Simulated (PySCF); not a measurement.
pyridine-3-carbonitrile (C₆H₄N₂), SMILES n1cccc(c1)C#N.

The structure is a stationary point at PBE-D3(BJ)/def2-SVP.

All values below come from PBE0/def2-TZVP in PySCF.

Symmetry labels are those of the subgroup Cs that the program uses (full group Cs).

Q: List the valence orbital energies around the gap with their symmetry. (The exact figures need the calculation; the answer reports its results.)

A: 
```json
[
 {"orbital": "HOMO−7", "symmetry": "A'", "energy (eV)": "-12.24"},
 {"orbital": "HOMO−6", "symmetry": "A'", "energy (eV)": "-11.47"},
 {"orbital": "HOMO−5", "symmetry": "A'", "energy (eV)": "-10.69"},
 {"orbital": "HOMO−4", "symmetry": "A\"", "energy (eV)": "-10.60"},
 {"orbital": "HOMO−3", "symmetry": "A'", "energy (eV)": "-9.91"},
 {"orbital": "HOMO−2", "symmetry": "A\"", "energy (eV)": "-8.98"},
 {"orbital": "HOMO−1", "symmetry": "A'", "energy (eV)": "-8.18"},
 {"orbital": "HOMO", "symmetry": "A\"", "energy (eV)": "-8.13"},
 {"orbital": "LUMO", "symmetry": "A\"", "energy (eV)": "-2.10"},
 {"orbital": "LUMO+1", "symmetry": "A\"", "energy (eV)": "-1.54"},
 {"orbital": "LUMO+2", "symmetry": "A'", "energy (eV)": "0.42"},
 {"orbital": "LUMO+3", "symmetry": "A'", "energy (eV)": "1.00"}
]
```
